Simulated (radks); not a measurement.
Spherical quantum dot in the effective-mass picture: electrons in a well V = -V0 / (1 + exp((r - R)/a)) with V0 = 28, R = 1.93, a = 0.059, with a point charge +2 (a donor) at the centre, all in effective atomic units (hartree* = m*/eps^2 hartree, bohr* = eps/m* bohr), one dielectric constant everywhere. Calculated with a radial shooting solver with Libxc functionals: non-relativistic Kohn-Sham, LDA (Slater exchange, Perdew-Wang correlation), spin-polarised, spherical densities. Levels are named by radial order and angular momentum (1s, 1p, 1d, 2s, ...), and open shells are averaged over m. Results are scaled to m* = 0.417 and eps = 6.8, for which hartree* = 245.4 meV and bohr* = 0.8629 nm. Each electron was tried in the lowest free levels, single moves between levels near the top were tried too, and the lowest total energy was kept; such a search can miss a lower state. The series stops at N = 33: beyond it a trial failed or the search could not be trusted, so later rows were left out. At N = 1 the Hartree and exchange-correlation terms need not cancel, so that row can carry a self-interaction error.

| N | open shells | 2S | E (meV) | addition energy mu(N+1) - mu(N) (meV) | rms radius (nm) |
|---|---|---|---|---|---|
| 1 | 1s(up 1, down 0) | 1 | -7328.56 | 300.4 | 0.6587 |
| 2 | none | 0 | -14356.7 | 699.8 | 0.7142 |
| 3 | 1p(up 1, down 0) | 1 | -20685.0 | 160.1 | 0.8466 |
| 4 | 1p(up 2, down 0) | 2 | -26853.3 | 165.6 | 0.9112 |
| 5 | 1p(up 3, down 0) | 3 | -32855.8 | 215.7 | 0.9520 |
| 6 | 1p(up 3, down 1) | 2 | -38642.8 | 156.2 | 0.9825 |
| 7 | 1p(up 3, down 2) | 1 | -44273.4 | 160.4 | 1.006 |
| 8 | none | 0 | -49743.7 | 476.2 | 1.025 |
| 9 | 2s(up 1, down 0) | 1 | -54737.8 | 217.9 | 1.037 |
| 10 | 1d(up 1, down 0) 2s(up 1, down 0) | 2 | -59514.0 | 151.6 | 1.058 |
| 11 | 1d(up 2, down 0) 2s(up 1, down 0) | 3 | -64138.5 | 152.3 | 1.076 |
| 12 | 1d(up 3, down 0) 2s(up 1, down 0) | 4 | -68610.7 | 152.6 | 1.091 |
| 13 | 1d(up 4, down 0) 2s(up 1, down 0) | 5 | -72930.4 | 152.7 | 1.105 |
| 14 | 1d(up 5, down 0) 2s(up 1, down 0) | 6 | -77097.3 | 199.6 | 1.117 |
| 15 | 1d(up 5, down 1) 2s(up 1, down 0) | 5 | -81064.7 | 148.0 | 1.127 |
| 16 | 1d(up 5, down 2) 2s(up 1, down 0) | 4 | -84884.0 | 148.9 | 1.137 |
| 17 | 1d(up 5, down 3) 2s(up 1, down 0) | 3 | -88554.6 | 149.4 | 1.146 |
| 18 | 1d(up 5, down 4) 2s(up 1, down 0) | 2 | -92075.7 | 149.7 | 1.154 |
| 19 | 2s(up 1, down 0) | 1 | -95447.2 | 213.1 | 1.162 |
| 20 | none | 0 | -98605.5 | 502.3 | 1.160 |
| 21 | 1f(up 1, down 0) | 1 | -101262 | 145.1 | 1.169 |
| 22 | 1f(up 2, down 0) | 2 | -103772 | 145.3 | 1.177 |
| 23 | 1f(up 3, down 0) | 3 | -106138 | 145.4 | 1.184 |
| 24 | 1f(up 4, down 0) | 4 | -108358 | 145.4 | 1.191 |
| 25 | 1f(up 5, down 0) | 5 | -110433 | 145.4 | 1.198 |
| 26 | 1f(up 6, down 0) | 6 | -112362 | 145.4 | 1.204 |
| 27 | 1f(up 7, down 0) | 7 | -114146 | 184.1 | 1.210 |
| 28 | 1f(up 7, down 1) | 6 | -115746 | 143.3 | 1.215 |
| 29 | 1f(up 7, down 2) | 5 | -117203 | 143.4 | 1.221 |
| 30 | 1f(up 7, down 3) | 4 | -118516 | 143.5 | 1.226 |
| 31 | 1f(up 7, down 4) | 3 | -119686 | 143.6 | 1.230 |
| 32 | 1f(up 7, down 5) | 2 | -120712 | 143.6 | 1.235 |
| 33 | 1f(up 7, down 6) | 1 | -121594 | - | 1.239 |

All shells are closed at N = 2, 8, 20 (there: 1s2 1p6 1d10 2s2); the second difference of the energy has clear peaks (12 % above both neighbours; the first and last values, which can be the largest, are not judged, and half-filled shells can peak too) at N = 2, 5, 8, 14, 20, 27.
